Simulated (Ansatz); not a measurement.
`O[Si](O)(O)O` + Cl• → `[O][Si](O)(O)O`• + HCl  (hydrogen abstraction from the O–H bond)

Calculated with Ansatz (gas phase, PBE0-D4/def2-TZVP geometries, no zero-point term in ΔE). CCSD(T)/CBS is the MP2 limit (def2-TZVPP, def2-QZVPP) plus CCSD(T) − MP2 in def2-TZVPP, frozen cores. This one scheme is used for every species, atoms too. Functionals use def2-TZVPP. B3LYP here is the variant with VWN-RPA as its local correlation; programs differ in this. Open shells (•) are unrestricted, without spin–orbit coupling. Spin–orbit coupling would lower the free atoms: a little for Cl. One conformer a species, not always the lowest.

| level | ΔE (kJ/mol) |
| --- | --- |
| r2SCAN0-D4 | 76.3 |
| ωB97X-V | 82.9 |
| PBE-QIDH | 91.2 |
| revPBE | 63.0 |
| B3LYP | 79.3 |
| BHLYP | 81.7 |
| RPA@PBE/def2-TZVPP | 105.7 |
| MP2/def2-TZVPP | 112.2 |

Task: What does CCSD(T)/CBS give? (Estimate.)

Result: Ansatz gave: +95.5 kJ/mol. The listed levels differ from it by -19.2, -12.6, -4.3, -32.5, -16.2, -13.8, 10.2, 16.7 kJ/mol.

Largest T1 diagnostic among the species: 0.015.

Leaving LDA and LC-ωPBE aside and taking each functional with its dispersion term where it has one, the values, not all of them listed here, spread over 27.4 kJ/mol, from B97M-V to PBE-QIDH. LDA lies +11.0 kJ/mol from PBE without D4. From BLYP to BHLYP (50 % exact exchange), in def2-TZVPP and without D4, ΔE moves by +14.2 kJ/mol.

CCSD(T)/CBS has its own doubt, a few kJ/mol and more with outer-core shells, so smaller differences from it don't rank the levels.
